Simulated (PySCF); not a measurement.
Exercise with solution: oscillator strength and radiative lifetime

CH₅AlO₂, SMILES C[O][AlH][OH].

Geometry optimised at PBE-D3(BJ)/def2-SVP. Other conformers were not sampled.

TDDFT-ωB97X/def2-SVPD in PySCF puts the first singlet state with f over 0.02 at 7.78 eV (vertical), with the transition dipole (0.107, -0.737, 0.000) in atomic units.

### Question
Find the oscillator strength, the wavelength and the radiative lifetime that this transition would have in vacuum if emission retraced absorption.

### Answer

|μ|² = 0.5546 au, so |μ| = 1.89 D. ΔE = 7.78/27.211 = 0.2859 hartree. f = (2/3) ΔE |μ|² = 0.106 (the program prints 0.106).
λ = 1239.84/7.78 = 159 nm; ν = 62750 cm⁻¹.
Einstein's coefficient A = 0.6670 ν² f s⁻¹ (ν in cm⁻¹) = 2.8e8 s⁻¹, so τ = 1/A = 3.6 ns. This state is S4; the lower singlets have f = 0.000, 0.004, 0.001. The figure is the radiative limit of this one transition; relaxation, internal conversion, crossing to triplets and a medium change what is measured.
